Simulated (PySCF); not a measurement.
Calculated NMR data

Theoretical values (PySCF 2.14.0 with density-fitted response routines): shieldings: GIAO PBE0/pcSseg-1, geometry from GFN2-xTB. Relativity neglected, equivalent nuclei averaged, in vacuum, one computed conformer.

Shifts are taken against calculated references (same method and geometry level): 1H, 13C against TMS. Splittings of carbon signals by F and P are missing where no couplings were computed. Where no couplings were computed, multiplicities follow the n + 1 count of equivalent neighbours, and m marks all less simple cases (inequivalent or close neighbours, rings, F or P nearby). Shifts are as computed. Against solution values, carbons near 30 ppm lie about +3 ppm off and those near 130 ppm about +5 ppm. Of 1211 compounds with measured shifts, 218 miss one by over three times the rms of a fit or turn the order of signals round; such compounds aren't used in these exercises.

**1.** SMILES FC(=C(C1=COC(F)=CC1)F)F, C7H4F4O. 1H NMR (400 MHz, computed): δ 6.81 (m, 1H), 4.44 (m, 1H), 3.26 (m, 2H). 13C{1H} NMR (computed): δ 168.1 (C), 167.2 (C), 144.0 (CH), 137.8 (C), 107.9 (C), 78.4 (CH), 25.8 (CH2).

**2.** SMILES C/C=P/CCC(F)(F)F, C5H8F3P. 1H NMR (400 MHz, computed): δ 9.05 (m, 1H), 2.48 (m, 3H), 2.39 (m, 2H), 2.17 (m, 2H). 13C{1H} NMR (computed): δ 202.7, 136.2, 40.0, 26.4, 25.9.
